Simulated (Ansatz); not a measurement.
```xyz
11

C     1.4462   -0.3586   -0.5601
Si   -0.0899    0.6293   -0.2075
C    -1.2608   -0.2513    0.9387
Br   -1.1481    1.0008   -2.1453
H     1.1915   -1.3266   -0.9972
H     2.0010   -0.5335    0.3664
H     2.0988    0.1711   -1.2565
H     0.2598    1.9698    0.3283
H    -1.5543   -1.2181    0.5236
H    -0.7807   -0.4227    1.9067
H    -2.1636    0.3398    1.1029
```

Charge 0, multiplicity 1.

Task: List the r2SCAN/def2-TZVPP orbital energies in eV (Ansatz 0.2.0). (An estimate is asked.)

Result: The calculation gave: Occupied: -13121.52, -1791.64, -1694.76, -1525.51, -1525.46, -1525.46, -272.86, -272.86, -234.41, -174.62, -174.44, -174.44, -142.00, -96.93, -96.82, -96.81, -68.46, -68.41, -68.41, -68.27, -68.27, -19.93, -18.60, -18.10, -12.67, -10.92, -10.80, -10.38, -10.31, -8.75, -8.61, -8.46, -7.14, -7.14. Lowest empty: 0.07, 0.97, 1.09, 1.71, 2.05, 2.47, 2.68, 2.90.
